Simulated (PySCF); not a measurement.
BeCl, SMILES [Cl][Be+], charge +1.

Geometry optimised at B3LYP-D3(BJ)/def2-TZVPD. The spin state was assumed, not searched.

Two levels are set side by side: TDA-PBE/def2-TZVPD (PySCF) and TDA-M06-2X/def2-TZVPD (PySCF). Vertical, same geometry. The lowest singlet is HOMO−1→LUMO 100 % with PBE and HOMO−1→LUMO 99 % with the other functional; states are paired by order. Differences are taken from unrounded values.

```csv
quantity,TDA-M06-2X
lowest singlet excitation (eV),3.96
lowest triplet excitation (TDA) (eV),4.06
first bright state (f over 0.05) (eV),9.14
its oscillator strength,0.07
```

What does TDA-PBE give, and how far is it from TDA-M06-2X? (An estimate is asked for; the answer gives what the named calculation found.)


```tsv
quantity	TDA-PBE	TDA-PBE minus TDA-M06-2X
lowest singlet excitation (eV)	3.36	-0.60
lowest triplet excitation (TDA) (eV)	3.14	-0.91
first bright state (f over 0.05) (eV)	8.84	-0.30
its oscillator strength	0.07	0.00
```

A lower first singlet is the usual sign of a functional without exact exchange. Differences between two approximate levels are no errors against the true value.

Rough cost on one machine, each run with all the roots and properties that it gave: TDA-M06-2X against TDA-PBE about 8 times.
